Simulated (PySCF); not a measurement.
# How the method changes the constants of HoI

State: quintet, about 11.0 electrons in the 4f shell (Mulliken), real f orbitals that mix terms. Set-up: PySCF, spin-free X2C with a Gaussian nucleus, basis sets Ho x2c-SVPall, I x2c-SVPall. De refers to Ho (4f11 6s2) + I in their high-spin ground configurations, without counterpoise correction. The functionals are run spin-unrestricted. A positive dipole means Ho(−)I(+). Levels whose curve was spin-contaminated or gave no clean fit are not listed.

```
      Level  Re (Å)  ωe (cm⁻¹)  De (eV)  μ (D)  CPU s a point (SCF and correlation, without the integrals)
        UHF   3.004        147      n/a  -5.87                                                         4.6
    UHF-MP2   2.882        161      n/a    n/a                                                         9.6
UHF-SCS-MP2   2.906        158      n/a    n/a                                                         n/a
        PBE   2.868        157     3.19  -4.34                                                          23
     r²SCAN   2.880        158     3.40  -4.98                                                          10
       PBE0   2.897        155     3.14  -5.14                                                          13
     M06-2X   2.913        155     2.78  -5.27                                                          17
```

The bond length runs from 2.868 Å (PBE) to 3.004 Å (UHF). De spans 2.78 eV (M06-2X, hybrid meta-GGA) to 3.40 eV (r²SCAN, meta-GGA).

Correlated steps freeze 36 core orbitals. Spin–orbit coupling is left out, which matters for elements this heavy, above all for dissociation energies. Counting both spins, an empty level lies below a filled one in some of these solutions, because spin and occupation are held. With d or f electrons several states lie close, and the lowest PBE0 determinant need not be the measured ground state.

The whole job (state search and all levels along the bond) took about 20 min on 4 threads of Arm Neoverse V1 (shared host), peak memory 4.3 GiB.
